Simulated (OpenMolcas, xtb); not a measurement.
How methods differ on C2H7NSi (SMILES C=NC[SiH3])

The species is C2H7NSi (11 atoms), meant as a singlet with charge 0. SMILES: `C=NC[SiH3]`. The shape is that of a PBE0-D4/def2-TZVP optimisation. This is one conformer, not always the lowest.

Quantity: the HOMO–LUMO gap, in eV. The values are calculated.

| level | kind | program | value (eV) | CPU time |
| --- | --- | --- | --- | --- |
| GFN1-xTB | semi-empirical | xtb | 4.21 | under 2 s |
| HF/cc-pVDZ | Hartree–Fock | OpenMolcas | 14.62 | 8.3 s |
| SVWN5/cc-pVDZ | LDA | OpenMolcas | 4.30 | 27 s |
| revPBE/cc-pVDZ | GGA | OpenMolcas | 4.52 | 42 s |
| r2SCAN/cc-pVDZ | meta-GGA | OpenMolcas | 4.99 | 54 s |
| M06-2X/cc-pVDZ | hybrid meta-GGA | OpenMolcas | 9.59 | 51 s |
| B2PLYP/cc-pVDZ | double hybrid | OpenMolcas | 10.15 | 28 s |

The values span 4.21 to 14.62 eV. Orbital gaps aren't excitation energies, and those of double hybrids come from the SCF part alone; they tend to grow with the share of exact exchange. CPU times are rough (shared hosts, several kinds of processor and program).
